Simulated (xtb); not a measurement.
CH$_{2}$Cl$_{6}$Si$_{2}$, charge -1, doublet, geometry from GFN2-xTB (a state made from the parent by changing its charge; the spin is typed, not shown lowest). Base run: GFN2-xTB run with xtb.

Input for xtb:
```
$ xtb mol.xyz --gfn 2 --chrg -1 --uhf 1 --json

# file mol.xyz
11

Cl     3.08799008    -0.39677225    -1.26569421
Si     1.47398113     0.29321702    -0.19461162
Cl     2.17933231     0.66766398     1.66884890
Cl     0.97661910     2.06905610    -1.02181231
C      0.10544345    -0.99510331    -0.21573527
Si    -1.63560367    -0.25343323     0.20330251
Cl    -2.05187644     0.25737694    -1.98728099
Cl    -1.20310332    -0.20377725     2.43948372
Cl    -2.91612256    -1.88424425     0.27626352
H      0.33616261    -1.78103735     0.50587682
H      0.05562643    -1.46347131    -1.19988467
```

The base run was repeated with changes; each row names its change, and settings that it needs were set with it.

```tsv
change	ΔE vs base (kcal/mol)	G_solv (kcal/mol)	SCF cycles
base	0.000	-	18
etemp = 10000	-33.86	-	19
acc = 1000	0.036	-	9
alpb = toluene	-40.11	-40.46	19
acc = 0.0001	0.000	-	32
acc = 0.1	0.000	-	22
alpb = ether	-39.35	-39.72	19
etemp = 5000	-3.14	-	19
```

ALPB and GBSA are two models with their own fitted parameters for each solvent, which aren't always the measured dielectric constant.
